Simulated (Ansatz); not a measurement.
Molecule: CH2N (charge 0, doublet). It need not be the lowest isomer of its formula. 
Geometry from a B3LYP-D3(BJ)/def2-TZVP (Ansatz, a program for electronic structure) optimisation:
```xyz
4

C      0.0330     0.0062    -0.6452
N     -0.0307    -0.0059     0.5805
H      0.9162     0.2940    -1.2272
H     -0.8993    -0.2899     1.0349
```
Charge 0, spin multiplicity 2.

Property: atomisation energy (electronic, to ground-state atoms), in kJ/mol. Valence correlation only, unless marked. UHF or UKS for open shells. No spin-orbit coupling. No relativistic terms. The coupled-cluster limit lacks core correlation, which all-electron functionals hold. CBS(X,Y): correlation extrapolated as X^-3; Hartree-Fock from the larger set.

```tsv
level	program	atomisation energy (kJ/mol)
B3LYP/def2-TZVPD	Ansatz	1425.2
PBE0-D3(BJ)/def2-TZVPD	Ansatz + dftd3	[?]
wB97X-V/def2-TZVPD	Ansatz	1410.9
wB97X/def2-TZVPD	Ansatz	[?]
SCS-MP2/cc-pVDZ	Ansatz	1256.9
CCSD(T)/CBS(def2-TZVPPD,def2-QZVPPD)	Ansatz	[?]
```

**Question.** Complete the blanks.

**Answer.** 
- PBE0-D3(BJ)/def2-TZVPD, atomisation energy (kJ/mol): 1421.3
- wB97X/def2-TZVPD, atomisation energy (kJ/mol): 1403.8
- CCSD(T)/CBS(def2-TZVPPD,def2-QZVPPD), atomisation energy (kJ/mol): 1398.1
